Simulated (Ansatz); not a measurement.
Input file for Ansatz (an electronic-structure program): R-CCSD(T)/cc-pV(T+d)Z on NH3 (SMILES N). The basis file is the Basis Set Exchange's JSON of that set.

Ansatz 0.2 input:
```yaml
crystal:
  periodic: [false, false, false]
  atoms:
    - {symbol: N, position_ang: [0.00000000, -0.00002166, 0.27906864]}
    - {symbol: H, position_ang: [-0.00000000, 0.94280068, -0.09306197]}
    - {symbol: H, position_ang: [0.81651180, -0.47143951, -0.09305334]}
    - {symbol: H, position_ang: [-0.81651180, -0.47143951, -0.09305334]}
basis:
  gaussian:
    orbitals: cc-pV_T+d_Z.json
magnetization: {spin_polarized: false}
correlation: {method: ccsd_t, electrons: outside_noble_gas}
scf: {lower_state_search: off}
```

Output:

```
WARN ansatz: RAYON_NUM_THREADS=4 ignored (pool sized by the plan → 4); use --threads N
Functional definition: HF
these checks for a lower state are left out or cut short: stability, starts, cluster_reference, orbital_swaps, neighbouring_geometries, increment
integrals: 0.04 GiB planned
403 factors; integrals over basis functions are off by at most 1.1e-3 eV
mean field: 0.07 GiB planned
mean field evaluation 1: about -1528.0502 eV, gradient 3.0e1 eV
mean field evaluation 2: about -1528.0504 eV, gradient 3.0e1 eV
mean field evaluation 4: about -1529.7523 eV, gradient 1.6e0 eV
mean field evaluation 8: about -1529.7628 eV, gradient 4.8e-4 eV
mean field -1529.76284630 eV, -56.2177476909 hartree, gradient 2.2e-6 eV, S^2 0.000000; 0 other end points of the search recorded, 0 dependent functions left out
1 core orbitals not correlated
reference -1529.76284630 eV, -56.2177476909 hartree; 4, 4 occupied and 67, 67 virtual orbitals, 403 factors
second order -6.39761027 eV of doubles, -0.00000000 eV of singles
coupled cluster: 0.14 GiB planned
cycle   1  -6.58714590 eV  change   -1.9e-1 eV  update   3.8e-2
cycle   2  -6.72076869 eV  change   -1.3e-1 eV  update   1.1e-2
cycle   3  -6.73833702 eV  change   -1.8e-2 eV  update   3.7e-3
cycle   4  -6.73888540 eV  change   -5.5e-4 eV  update   8.5e-4
cycle   5  -6.73910902 eV  change   -2.2e-4 eV  update   2.5e-4
cycle   6  -6.73912378 eV  change   -1.5e-5 eV  update   1.0e-4
cycle   7  -6.73911580 eV  change    8.0e-6 eV  update   3.6e-5
cycle   8  -6.73910765 eV  change    8.1e-6 eV  update   7.8e-6
cycle   9  -6.73910358 eV  change    4.1e-6 eV  update   1.5e-6
perturbative correction -0.20779519 eV, -0.0076363323 hartree
Total energy: -1536.70974506 eV, -56.4730415118 hartree
Checks for a lower state left out: stability, starts, cluster_reference, orbital_swaps, neighbouring_geometries, increment
```

The run converged.

Cost: around 0.5 core-seconds (rough).
